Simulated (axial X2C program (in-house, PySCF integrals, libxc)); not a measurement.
**Potential curves of MgW, two-component**

Computed with an in-house relativistic program for diatomic molecules. Two-component (2c) means X2C with spin–orbit coupling and atomic mean-field two-electron Coulomb and Gaunt terms. Basis: W dyall-cv3z [13s14p9d7f4g], Mg dyall-cv3z [9s8p6d3f] (cores contracted in-house); Gaussian nuclei, density fitting, unrestricted open shells. Masses: W 183.951 u, Mg 23.985 u.

State: Ω = 3 (⟨Sz⟩ = 2.97, ⟨Lz⟩ = 0.03 at PBE0). Energies in eV from the lowest point of each curve. Fits are polynomials in 1 − R0/R over 0.85 to 1.23 times the lowest point R0.

```csv
R (Å),PBE0,MP2
2.4534,0.3198,0.3322
2.5662,0.1287,0.1395
2.6508,0.0490,0.0576
2.7354,0.0101,0.0146
2.8200,0.0000,0.0000
2.9187,0.0162,0.0083
3.0174,0.0523,0.0344
3.1443,0.1151,0.0825
3.2994,0.2042,0.1491
```

Correlated methods: 8 electrons correlated (number of frozen shells: W 5 s, 4 p, 2 d, 1 f; Mg 2 s, 1 p), 360 virtual spin orbitals or spinors in MP2.

Occupations by symmetry block were frozen at the best pattern of an incomplete PBE0 search. Density functionals use the spin component along the axis (collinear). Other states lie close and PBE0, whose exact exchange favours high spin, may order them wrongly; the determinant shown need not be the ground state. The nearest other 2c determinant of the search, Ω = 2, lies 0.51 eV up at the distance of the search. With several unpaired electrons one determinant need not be a pure state. Open-shell Ω = 0 determinants with evenly filled partner blocks cannot be reached by this program, so the Ω shown need not be the lowest component. With the outer-core shells frozen, correlated bond lengths of heavy atoms tend to come out a few hundredths of an ångström too long. MP2 and coupled cluster on one determinant become unreliable at the stretched end.

Q: Fit the PBE0 curve near its minimum: give the equilibrium distance and the harmonic wavenumber.

A: At PBE0, 2c: Re = 2.810 Å, ωe ≈ 202 cm⁻¹; Be follows as 0.101 cm⁻¹.

Q: Fit the MP2 curve near its minimum: give the equilibrium distance and the harmonic wavenumber.

A: At MP2, 2c: Re = 2.834 Å, ωe ≈ 185 cm⁻¹; Be follows as 0.0989 cm⁻¹.
